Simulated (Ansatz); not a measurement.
CH₄F₂Ge, SMILES `[CH3][GeH]([F])[F]`, 8 atoms. Total charge 0; spin multiplicity 1. Correlated methods include outer-core shells of Ge, which these sets cover unevenly. Scalar relativity is left out up to krypton. All runs use 2 threads of a server CPU on a shared host. Correlated methods freeze the cores.

Task: Give the basis size and wall time and peak host memory of each of these runs in Ansatz. RKS ωB97M-V/def2-TZVPP energy and forces; RKS ωB97M-V/def2-QZVPP energy; RKS PBE-D4/def2-TZVPP energy and forces; RHF-CCSD(T)/def2-TZVPP energy; RHF-MP2/def2-QZVPP energy; direct RPA on PBE orbitals/def2-TZVPP energy; RKS PBE0-D4/def2-TZVP frequencies; RKS revPBE-D4/def2-TZVPP energy; RHF-CCSD(T)/def2-SVP energy; RKS B97M-V/def2-TZVPP energy; RKS PBE0-D4/def2-SVP energy; RKS PBE0-D4/def2-TZVP relaxation (4 steps). (Estimate.)

Result: Computed: Other jobs shared the machine, so times are rough.

```
                                level                   job  functions  wall time  peak host memory (GiB)
                 RKS PBE0-D4/def2-SVP                energy         94      1.6 s                    0.22
             RKS revPBE-D4/def2-TZVPP                energy        197      2.7 s                    0.25
                RKS PBE-D4/def2-TZVPP     energy and forces        197        3 s                    0.25
direct RPA on PBE orbitals/def2-TZVPP                energy        197      4.3 s                     0.4
                 RHF-CCSD(T)/def2-SVP                energy         94      6.5 s                     0.4
                RKS B97M-V/def2-TZVPP                energy        197       10 s                    0.31
               RKS ωB97M-V/def2-TZVPP     energy and forces        197       11 s                     0.6
                RKS PBE0-D4/def2-TZVP  relaxation (4 steps)        165       19 s                    0.42
               RKS ωB97M-V/def2-QZVPP                energy        380       22 s                     1.4
                   RHF-MP2/def2-QZVPP                energy        380       23 s                     1.7
                RKS PBE0-D4/def2-TZVP           frequencies        165       97 s                    0.43
               RHF-CCSD(T)/def2-TZVPP                energy        197      120 s                     2.6
```
